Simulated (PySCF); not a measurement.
NICS in rings of unrelated molecules.

NICS = −σ at a ghost point: NICS(0) at the centroid of the ring atoms, NICS(1) 1 Å to either side along the normal of their mean plane, zz for the tensor component along that normal. Level: GIAO PBE0/pcSseg-1 (PySCF, non-relativistic, gas phase) on the GFN2-xTB geometries, one conformer each. Atom numbers follow the mapped SMILES.

**Question.** Order these rings by mean NICS(1)zz, lowest (most negative) first (ppm).
A. ring Si3–C4–C5–C6–C8 in `[CH3:1][O:2][Si@@H:3]1[CH2:4][CH:5]=[C:6]([F:7])[CH2:8]1`
B. ring Si3–C4–C5–N6 in `[F:1][CH2:2][Si@@H:3]1[CH2:4][CH2:5][NH:6]1`
C. ring C3–C4–C5–P6–C7–N8 in `[O:1]=[CH:2][c:3]1[cH:4][cH:5][p:6][cH:7][n:8]1`
D. ring C2–N3–N4–N6–C7 in `[CH3:1][c:2]1[n:3][n:4]([CH3:5])[n:6][c:7]1[CH:8]=[O:9]`
E. ring N5–C6–C7–C8–N9 in `[CH3:1][Si:2]([CH3:3])([CH3:4])[n:5]1[cH:6][cH:7][cH:8][n:9]1`
F. ring C3–C4–C5–C7–C8–O9 in `[O:1]=[CH:2][c:3]1[cH:4][c:5](=[O:6])[cH:7][cH:8][o:9]1`
G. ring C3–C4–C5–S6–C7 in `[S:1]=[PH2:2][c:3]1[cH:4][cH:5][s:6][cH:7]1`

**Answer.** E (-32.2), D (-29.8), G (-27.1), C (-25.8), F (-7.1), A (0.0), B (1.9).

| SMILES | ring | NICS(0) | NICS(1) | NICS(1)zz | HOMA | rms pucker (Å) | ring atoms with four or more neighbours |
| --- | --- | --- | --- | --- | --- | --- | --- |
| C[Si](C)(C)n1cccn1 | 5-membered ring with 2 N; formal bonds all aromatic | -13.1 | -12.4 | -32.2 | 0.92 | 0.00 | 0 |
| Cc1nn(C)nc1C=O | 5-membered ring with 3 N; formal bonds all aromatic | -11.9 | -12.7 | -29.8 | 0.94 | 0.00 | 0 |
| S=[PH2]c1ccsc1 | 5-membered ring with S; formal bonds all aromatic | -12.7 | -11.6 | -27.1 | 0.80 | 0.00 | 0 |
| O=Cc1ccpcn1 | 6-membered ring with N and P; formal bonds all aromatic | -6.0 | -10.7 | -25.8 | 0.87 | 0.00 | 0 |
| O=Cc1cc(=O)cco1 | 6-membered ring with O; bonds drawn aromatic by RDKit's count | -0.2 | -4.1 | -7.1 | -0.03 | 0.00 | 0 |
| CO[Si@@H]1CC=C(F)C1 | 5-membered ring with Si; formal bonds 1 double, 4 single | -3.7 | -2.6 | 0.0 | – | 0.03 | 3 |
| FC[Si@@H]1CCN1 | 4-membered ring with N and Si; formal bonds all single | -3.4 | -0.7 | 1.9 | – | 0.07 | 3 |

NICS(0) gives another order. The isotropic NICS(1) gives another order. Over the 5 rings with a HOMA value its correlation coefficient with NICS(1)zz is -0.98. HOMA uses Krygowski's 1993 parameters; it is left out where a ring has a four-coordinate atom, a triple bond, no multiple bond or a kind of bond without parameters. NICS(1) and NICS(1)zz are means over the two faces.
